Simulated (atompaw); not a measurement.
Before and after: PAW (atompaw) potential for cerium

atompaw 4.2.0.5 input, output lines left out:

```
Ce 58
GGA-PBE scalarrelativistic loggrid 2001 logderivrange -6 5 276
6 6 5 4 0 0
6 0 0.5
6 1 0
5 2 1
4 3 1
0 0 0
c
c
c
c
v
v
c
c
c
v
v
c
c
v
c
2
3.00 2.80 2.30 2.75
n
n
y
4.15
n
custom polynom2 7 10 vanderbiltortho sinc
3 0.5 vpsmatchnc
1.85
2.80
2.80
3.00
3.00
2.90
```

Change: local potential troulliermartins scheme with l = 3 at 0.5 Ry, radius 2.30 bohr.

Cutoffs: the cutoffs (Ry, on a coarse ladder) from which the occupation-weighted sum of valence levels, in a spherical-Bessel basis at the reference potential, stays within 10 and 1 mRy of its value at 400 Ry; they do not see the model core or the augmentation charge, which bear on the density cutoff.

What does the change do?

The potential gets harder (21 Ry and 50 Ry → 25 Ry and 50 Ry); the bound ghosts move from d, p, s to p, s; the range in which the d phases agree widens (upper end -0.6 → 0.8). A state that the projectors do not describe sees the local part alone, so a deeper or shallower local part can create or remove a ghost.

| quantity | base | changed |
| --- | --- | --- |
| cutoff, loose | 21 Ry | 25 Ry |
| cutoff, tight | 50 Ry | 50 Ry |
| bound ghosts | s, p, d | s, p |
| s: phases at 3.01 bohr within 0.05 rad from the reference energy up to (Ry; the scan ends near 5) | -0.5 | -0.4 |
| p: phases at 3.01 bohr within 0.05 rad from the reference energy up to (Ry; the scan ends near 5) | n/a | -0.1 |
| d: phases at 3.01 bohr within 0.05 rad from the reference energy up to (Ry; the scan ends near 5) | -0.6 | 0.8 |
| lowest overlap eigenvalue by channel | s 0.30, p 0.73, d 0.84 | s 0.31, p 0.73, d 0.84 |

 A true bound ghost makes a file unfit for plane-wave use even where its test errors are small: the radial tests pick states by their node count and pass the ghost by. The cutoffs see the waves, projectors and local potential, not the compensation charge or the core.
